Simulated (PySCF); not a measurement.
Magnesium: a sound run and one with changed settings

Sound run: Mg²⁺ [Ne], Mg³⁺ [He] 2s2 2p5. All numbers are calculated (PySCF 2.14, scalar relativity by spin-free X2C-1e, in aug-cc-pVDZ-DK). In the sound run the correlated levels freeze [He] 2s2. The sound run starts from symmetry-adapted Hartree-Fock orbitals and uses a fine grid where one is needed.

A second run was set up differently.

| species | method | sound run (hartree) | changed run (hartree) | converged |
| --- | --- | --- | --- | --- |
| Mg²⁺ | MP2 | -199.13079 | -199.13161 | yes |
| Mg²⁺ | CCSD(T) | -199.13077 | -199.13161 | yes |
| Mg³⁺ | MP2 | -196.15207 | -196.15267 | yes |
| Mg³⁺ | CCSD(T) | -196.15209 | -196.15278 | yes |

Ionisation energy of Mg²⁺:

```csv
method,sound run (eV),changed run (eV)
UHF,81.017,81.017
MP2,81.055,81.061
SCS-MP2,81.053,81.057
CCSD,81.053,81.057
CCSD(T),81.054,81.058
```

(1) What was changed?
A. a valence shell is frozen
B. all electrons correlated in a valence basis
C. basis contracted for another Hamiltonian
D. level shift left on

Results:

(1) B. A valence basis has no tight correlating functions, so it recovers only part of the core correlation, and not evenly between atom and ion.
